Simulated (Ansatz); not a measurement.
`OB[SiH](O)F` + `OBF` → `OBOBF` + `O[SiH2]F`  (cleavage of the B–Si bond)

Program: Ansatz. Geometries: PBE0-D4/def2-TZVP. ΔE: electronic, gas phase. CCSD(T)/CBS adds triple-zeta CCSD(T) − MP2 to the extrapolated MP2 energy (def2 sets, frozen cores). This one scheme is used for every species. Functionals use def2-TZVPP. Each species was taken in one conformer, which may not be the lowest.

`OB[SiH](O)F`:

Z-matrix (Å, degrees):
```
Si
B 1 2.025
F 1 1.607 2 108.8
O 1 1.640 2 106.5 3 118.3
H 1 1.489 2 116.9 3 -118.3
O 2 1.350 1 118.0 3 119.0
H 2 1.204 1 122.3 3 -61.1
H 4 0.958 1 118.6 2 169.0
H 6 0.962 2 113.8 1 179.8
```

`OBF`:

```xyz
5

O    -0.116    0.941   -0.331
B    -0.136   -0.244    0.303
F     0.605   -1.257   -0.143
H     0.467    0.955   -1.098
H    -0.819   -0.394    1.268
```

`OBOBF`:

Cartesian coordinates in Å:
```
O -0.434 1.532 0.360
B 0.015 0.385 0.916
O 0.583 -0.554 0.104
B 0.339 -1.066 -1.116
F -0.891 -1.040 -1.614
H -0.792 2.147 1.003
H -0.028 0.183 2.095
H 1.207 -1.586 -1.747
```

`O[SiH2]F`:

Z-matrix (Å, degrees):
```
Si
F 1 1.596
O 1 1.630 2 111.0
H 1 1.482 2 106.0 3 121.4
H 1 1.474 2 108.2 3 -116.3
H 3 0.958 1 119.1 2 71.8
```

CCSD(T)/CBS gives -1.47 eV.

(1) Another level gave -1.39 eV. Which?
A. BHLYP-D4/def2-TZVPP
B. MP2/def2-TZVPP
C. PBE0-D4/def2-TZVPP
D. PBE-D4/def2-TZVPP

Largest T1 diagnostic among the species: 0.014.

## Answers

(1) C. PBE0-D4 -1.39, MP2/def2-TZVPP -1.53, PBE-D4 -1.31, BHLYP-D4 -1.57 eV.

From PBE to PBE0 (25 % exact exchange), in def2-TZVPP and without D4, ΔE moves by −0.07 eV. In def2-TZVPP, CCSD(T) changes the Hartree–Fock value by +0.23 eV (the triples alone add +0.02 eV) and MP2 by +0.18 eV.
